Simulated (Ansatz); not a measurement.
Computed with Ansatz on PBE0-D4/def2-TZVP structures; ΔE is electronic, products minus reactants. CCSD(T)/CBS adds triple-zeta CCSD(T) − MP2 to the extrapolated MP2 energy (def2 sets, frozen cores). Functionals use def2-TZVPP. B3LYP here is the variant with VWN-RPA as its local correlation; programs differ in this. For Ga outer-core shells are correlated without core-valence functions, which leaves a few kJ/mol of doubt a bond. Scalar relativity is left out up to krypton. Each species was taken in one conformer, which may not be the lowest.

Reaction (ligand exchange at the Si–C bond): `FCOC(F)[SiH3]` + `[OH][Ga]([OH])[Cl]` → `[OH][Ga]([Cl])[O][SiH3]` + `FCOCF`

| level | ΔE (kcal/mol) | difference from CCSD(T)/CBS |
| --- | --- | --- |
| PBE-D4 | -26.1 | 4.3 |
| r2SCAN-D4 | -29.5 | 0.9 |
| PBE0-D4 | -28.6 | 1.8 |
| B3LYP-D4 | -30.3 | 0.1 |
| ωB97X-V | -29.8 | 0.6 |
| ωB97M-V | -29.5 | 0.9 |
| B2PLYP | -31.1 | -0.7 |
| PBE | -26.0 | 4.4 |
| r2SCAN | -29.5 | 0.9 |
| PBE0 | -28.5 | 1.9 |
| B3LYP | -30.1 | 0.3 |
| HF/def2-TZVPP | -36.9 | -6.5 |
| MP2/def2-TZVPP | -32.0 | -1.6 |
| SCS-MP2/def2-TZVPP | -32.8 | -2.4 |
| CCSD/def2-TZVPP | -31.9 | -1.5 |
| CCSD(T)/def2-TZVPP | -31.1 | -0.7 |
| HF/def2-QZVPP | -37.3 | -6.9 |
| MP2/def2-QZVPP | -31.7 | -1.3 |
| SCS-MP2/def2-QZVPP | -32.5 | -2.1 |
| HF/CBS(def2) | -37.3 | -6.9 |
| MP2/CBS(def2) | -31.3 | -0.9 |
| CCSD/CBS(def2) | -31.3 | -0.9 |
| CCSD(T)/CBS | -30.4 | 0 |

Largest T1 diagnostic among the species: 0.013.

From PBE to PBE0 (25 % exact exchange), in def2-TZVPP and without D4, ΔE moves by −2.5 kcal/mol. In def2-TZVPP, CCSD(T) changes the Hartree–Fock value by +5.8 kcal/mol (the triples alone add +0.8 kcal/mol) and MP2 by +4.9 kcal/mol.
